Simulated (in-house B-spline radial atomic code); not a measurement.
# RPA and G0W0 on PBE: the iodine ion I⁴⁹⁺

Configuration [He] 2s2, mean-field start PBE. Computed with a B-spline radial code for spherical atoms: all electrons, non-relativistic, point nucleus, each spin shell either full or empty, empty states to l = 9 with an (l + 1/2)⁻⁴ tail; G0W0 by contour deformation at full frequency.

Without relativity these are model numbers: it shifts the levels of so heavy an element strongly and can reorder them.

Command:
```bash
python run_gw.py task.json out
```
Settings (radii: box in bohr, nucleus in fm):
```
Z                        53
electrons                4
configuration            [He] 2s2
hamiltonian              nr
method                   pbe,pbe
lmax                     9
spin_polarised           False
box_radius               2.13
intervals                46
ion_configuration        [He] 2s1
```

Run time, properties included: 1.6 s on 1 thread of Arm Neoverse N1, on a shared host.

Energies (hartree):

```tsv
term	value
mean-field total	-3428.52579
Hartree-Fock functional on these orbitals	-3428.79230
direct second order	-1.7631
second-order exchange	0.87741
SOSEX correction	0.56205
```

Task: What is the RPA correlation energy, and what remains with SOSEX?

Result: RPA gives -1.1311 hartree (-7.69 eV per electron); RPA + SOSEX gives -0.56908, and the second-order doubles -0.88565 hartree (no singles). SOSEX takes back 50 % of the RPA value.

Quasi-particle levels (eV):

```
level  occupied  mean field  Σx - vxc    Σc  QP weight       G0W0
   2s       yes    -8700.45    -76.14     ?          ?          ?
   1s       yes   -36413.16   -350.46  4.49      0.999  -36759.13
   2p        no    -8583.00    105.81  2.69      0.987   -8474.51
```

G0W0 = mean field + (Σx - vxc) + Σc, with Σc (partial-wave tail included) taken at the quasi-particle energy.

Task: Where does G0W0 put 2s?

Result: At -8793.97 eV, with Σc = -17.38 eV and a quasi-particle weight of 0.959. The tabulated removal energy is 9196 ± 4 eV (NIST, tabulated theory); the calculation leaves out relativity, Breit and QED terms, and what these don't explain is the method's own error.

Task: What does it cost to remove one electron (to [He] 2s1) by differences of total energies, each species on its own start (correlation terms add to the Hartree-Fock functional)?

Result: PBE 8781.80 eV, Hartree-Fock functional 8776.29 eV, + RPA 8794.81 eV, + RPA + SOSEX 8790.35 eV, + second order 8798.94 eV. Tabulated: 9196 ± 4 eV (NIST, tabulated theory); the calculation leaves out relativity, Breit and QED terms, and what these don't explain is the method's own error.
